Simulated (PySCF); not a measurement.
Screening by computed properties: pick the candidate that meets the target.

All species are isolated and taken at one optimised geometry, non-relativistic unless stated. Electronic properties by PySCF.

The conformers computed, where there is a choice (atom-mapped SMILES and torsion angles):
- `[O:1]=[CH:2][C:3]1[CH2:4][O:5]1`: O1–C2–C3–C4 0°
- `[CH3:1][CH:2][c:3]1[cH:4][c:5](=[O:6])[o:7][cH:8][c:9]1[F:10]`: C1–C2–C3–C4 -1°
- `[SiH2:1][S:2][C@@:3]12[C@H:4]3[CH2:5][C@@H:6]1[C@@H:7]2[CH2:8]3`: Si1–S2–C3–C4 65°
- `[CH3:1][C:2](=[O:3])[C:4]1=[CH:5][C@H:6]2[CH:7]=[CH:8][C:9]12`: C1–C2–C4–C5 180°

Problem. Wanted: smallest rotational constant between 0.8 GHz and 1 GHz (GFN2-xTB) and isotropic g value below 2.005 (unrestricted B3LYP/pcH-1, mean-field spin–orbit), at GFN2-xTB geometries. Which candidate meets both?
A. `[SiH2]S[C@@]12[C@H]3C[C@@H]1[C@@H]2C3` [radical]
B. `O=C[C]1CO1` [radical]
C. `N#CC1=C(F)O[CH][CH+]1` [radical]
D. `CC(=O)C1=C[C@H]2C=C[C]12` [radical]
E. `[H]/N=C(/[C]=[CH+])C#N` [radical]
F. `[CH2+][C]1[C@H](F)C=C(Cl)O1` [radical]
G. `C[CH]c1cc(=O)occ1F` [radical]

Solution. F. Computed values:
```csv
species,smallest rotational constant,isotropic g value
C[CH]c1cc(=O)occ1F [radical],0.722 GHz,2.00336
[CH2+][C]1[C@H](F)C=C(Cl)O1 [radical],0.883 GHz,2.00465
[SiH2]S[C@@]12[C@H]3C[C@@H]1[C@@H]2C3 [radical],0.943 GHz,2.00632
CC(=O)C1=C[C@H]2C=C[C]12 [radical],1.035 GHz,2.00245
N#CC1=C(F)O[CH][CH+]1 [radical],1.276 GHz,2.00312
[H]/N=C(/[C]=[CH+])C#N [radical],2.096 GHz,2.00520
O=C[C]1CO1 [radical],2.981 GHz,2.00552
```
